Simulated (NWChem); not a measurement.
# Correlation energy of HS2

```xyz
3

S      0.4306     0.9351     0.0000
S     -0.4677    -0.8295     0.0000
H      0.5935    -1.6883     0.0000
```
Charge 0, spin multiplicity 2.

All runs are NWChem calculations. Structure: optimised with UPBE0/def2-SVP, a minimum by its harmonic frequencies.

Basis set: cc-pVDZ. Each correlation energy counts from its own Hartree-Fock reference.

The correlated methods keep 10 core orbitals frozen. The structure started from a generated list of species. The unpaired electrons of the parent sit in orbitals of symmetry a" (Cs labels of the run); other states weren't searched. No SCF solution was tested for a lower state. Open-shell Hartree-Fock references start from PBE0 orbitals. Coupled-cluster values serve here as a point of comparison, not as the truth.

For the correlation energy, CCSD(T) on UHF gives -284.6 mHa and CCSD[T] on UHF gives -285.1 mHa. What do SCS-UMP2, CCSD on ROHF, UMP2 give?

SCS-UMP2: -239.7 mHa; CCSD on ROHF: -281.0 mHa; UMP2: -244.2 mHa.
